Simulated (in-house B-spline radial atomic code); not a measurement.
# B97-1 excitations of Ca8+

Method: B97-1. Computed with an all-electron radial atomic-structure program (B-spline basis): linear response of the closed shell [Ne] 3s2 with the functional's adiabatic kernel; scalar-relativistic (spin-free one-electron X2C), finite nucleus, no spin-orbit coupling, no double excitations, S, P, D and F terms only.

Command:
```bash
python run_td.py task.json out
```
Settings (radii: box in bohr, nucleus in fm):
```
Z                        20
electrons                12
configuration            [Ne] 3s2
hamiltonian              x2c
method                   b97_1
box_radius               11.59
rms_radius               3.4776
intervals                70
```

Cost of the run: 0.5 s on 1 thread of Intel(R) Xeon(R) Platinum 8488C (Sapphire Rapids), on a shared host.

The lowest states, in the order of their Tamm-Dancoff energies; the method's threshold (minus the highest occupied level) is 180.50 eV. Labels give the largest channel, * marks a mixed state, and oscillator strengths are full-response dipole values. Semilocal kernels can invert the small singlet-triplet splittings of Rydberg terms. Energies in eV:

```
     state  full response  Tamm-Dancoff  oscillator strength
3s → 3p 3P         17.152        17.617                    -
3s → 3p 1P         26.401        27.174                 1.03
3s → 3d 3D          48.68         48.82                    -
3s → 3d 1D              ?             ?                    -
3s → 4s 3S          93.69         93.71                    -
3s → 4s 1S          95.46         95.49                    -
3s → 4p 3P         101.60        101.62                    -
3s → 4p 1P              ?             ?                    ?
3s → 4d 3D         112.35        112.37                    -
3s → 4d 1D         112.69        112.69                    -
3s → 4f 3F         116.46        116.49                    -
3s → 4f 1F         116.76        116.77                    -
3s → 5s 3S         130.44        130.44                    -
3s → 5s 1S         131.03        131.05                    -
3s → 5p 3P         134.14        134.15                    -
3s → 5p 1P         134.31        134.32                 0.09
```

Question: Where does 3s → 3d 1D lie?

Answer: At 52.34 eV in full response, 52.35 eV in Tamm-Dancoff.

Question: Where does 3s → 4p 1P lie?

Answer: At 102.25 eV in full response, 102.28 eV in Tamm-Dancoff, oscillator strength 0.27.

Question: How large is the singlet-triplet splitting of 3s → 3p (P terms) in Tamm-Dancoff?

Answer: 9.56 eV, from the unrounded values.

Question: What polarisabilities and dispersion coefficient does the method give?

Answer: Dipole 1.149 bohr³, quadrupole 0.6428 bohr⁵, C6 1.038 hartree·bohr⁶ for two such species.
